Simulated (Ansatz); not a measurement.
`[F][In]([SH])[Br]` → F• + `[SH][In][Br]`•  (homolysis of the F–In bond)

Calculated with Ansatz (gas phase, PBE0-D4/def2-TZVP geometries, no zero-point term in ΔE). CBS: MP2 limit from def2 TZ/QZ plus the TZ coupled-cluster correction, frozen cores. This one scheme is used for every species, atoms too. Functionals use def2-TZVPP. B3LYP here is the variant with VWN-RPA as its local correlation; programs differ in this. HSE06 is defined as in plane-wave codes. No spin–orbit coupling; open shells (•) take unrestricted orbitals. Spin–orbit coupling would lower the free atoms: a little for F. def2 core potentials past Kr. For Br, In outer-core shells are correlated without core-valence functions, so the limit isn't a true one: a few kJ/mol of doubt a bond, and 10 to 20 or more in all where bonds break to atoms. Scalar relativity is left out up to krypton. Each species was taken in one conformer, which may not be the lowest.

```csv
level,ΔE (eV),difference from CCSD(T)/CBS
LDA (SPW92),5.46,0.64
PBE-D4,4.68,-0.14
revPBE-D4,4.46,-0.36
BLYP-D4,4.50,-0.32
r2SCAN-D4,4.56,-0.26
B97M-V,4.64,-0.18
PBE0-D4,4.47,-0.35
B3LYP-D4,4.44,-0.38
r2SCANh-D4,4.47,-0.35
r2SCAN0-D4,4.34,-0.48
HSE06-D4,4.47,-0.35
BHLYP-D4,4.19,-0.63
CAM-B3LYP-D4,4.63,-0.19
ωB97X-V,4.75,-0.07
ωB97M-V,4.68,-0.14
B2PLYP,4.55,-0.27
PBE-QIDH,4.57,-0.25
PBE,4.66,-0.16
revPBE,4.41,-0.41
r2SCAN,4.56,-0.26
B3LYP,4.41,-0.41
r2SCANh,4.46,-0.36
r2SCAN0,4.34,-0.48
HSE06,4.45,-0.37
BHLYP,4.17,-0.65
CAM-B3LYP,4.62,-0.20
LC-ωPBE,4.80,-0.02
RPA@PBE/def2-TZVPP,4.13,-0.69
HF/def2-SVP,2.91,-1.91
MP2/def2-SVP,4.70,-0.12
CCSD(T)/def2-SVP,4.35,-0.47
HF/def2-TZVPP,3.01,-1.81
SCS-MP2/def2-TZVPP,4.76,-0.06
CCSD/def2-TZVPP,4.45,-0.37
HF/def2-QZVPP,3.05,-1.77
MP2/def2-QZVPP,5.07,0.25
SCS-MP2/def2-QZVPP,4.92,0.10
HF/CBS(def2),3.06,-1.76
MP2/CBS(def2),5.16,0.34
CCSD/CBS(def2),4.70,-0.12
CCSD(T)/CBS,4.82,0
```

Largest T1 diagnostic among the species: 0.016.

From r2SCAN to r2SCAN0 (25 % exact exchange), in def2-TZVPP and without D4, ΔE moves by −0.22 eV: exact exchange takes away binding that semilocal exchange gives to molecules. At CCSD(T), def2-SVP lies −0.47 eV from the extrapolated value and def2-TZVPP −0.25 eV: correlation converges slowly with the basis, and small sets miss more of it in the bonded molecule than in its fragments.

CCSD(T)/CBS has its own doubt, a few kJ/mol and more with outer-core shells, so smaller differences from it don't rank the levels.
